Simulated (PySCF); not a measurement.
Vertical excitations of a molecule C4H5Br from TDDFT-PBE/def2-SVPD (PySCF), as energy in eV (oscillator strength): 4.84 (0.537), 4.92 (0.000), 4.94 (0.001), 5.83 (0.080), 6.12 (0.003), 6.25 (0.014), 6.40 (0.002), 6.43 (0.000), 6.53 (0.130), 6.66 (0.000). Lowest triplet (TDA): 2.96 eV. Geometry optimised at B3LYP-D3(BJ)/def2-SVP. One conformer was computed; it need not be the lowest.

Question: Pick the molecule that these values belong to.
A. BrC1=CCC1
B. C=C/C=C/Br
C. C=CC(=C)Br
D. C#CCCBr

Answer: B, C=C/C=C/Br
